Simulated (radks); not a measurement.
The numbers below are computed, except where a source is named.
Species: Mo+. Configuration: [Ar] 3d10 4s2 4p4 4d5 4f2 (not the ground configuration). Code: a radial shooting solver on a logarithmic mesh with Libxc functionals. Model: Dirac Kohn-Sham, B86b exchange with PBE correlation, spin-unpolarised, spherical densities, point nucleus; open shells are shared between the two j in proportion to 2j + 1. Some entries of the table are withheld. Estimate them.

orbital      occ.  eigenvalue (hartree)  r(max) (bohr)
1s1/2           2             -729.3554        0.02287
2s1/2           2             -103.8969         0.1297
2p1/2           2             -95.66900         0.1009
2p3/2           4             -91.75022         0.1047
3s1/2           2             -18.55471            (1)
3p1/2           2                   (2)            (3)
3p3/2           4                   (4)            (5)
3d3/2           4              -9.23635         0.3209
3d5/2           6              -9.11401         0.3237
4s1/2           2              -3.29518         0.9814
4p1/2     1.33333              -2.38368          1.041
4p3/2     2.66667              -2.28546          1.064
4d3/2           2              -0.92833          1.275
4d5/2           3              -0.91695          1.285
5s1/2           0              -0.65986          2.455
5p1/2           0              -0.45705          2.846
5p3/2           0              -0.44407          2.910
5d3/2           0                   (6)            (7)
5d5/2           0                   (8)            (9)
4f5/2    0.857143              -0.11567          5.546
4f7/2     1.14286              -0.11566          5.547

Answer. 
(1) 3s1/2 r(max) (bohr): 0.3837
(2) 3p1/2 eigenvalue (hartree): -15.42155
(3) 3p1/2 r(max) (bohr): 0.3709
(4) 3p3/2 eigenvalue (hartree): -14.77583
(5) 3p3/2 r(max) (bohr): 0.3802
(6) 5d3/2 eigenvalue (hartree): -0.20959
(7) 5d3/2 r(max) (bohr): 4.602
(8) 5d5/2 eigenvalue (hartree): -0.20855
(9) 5d5/2 r(max) (bohr): 4.627
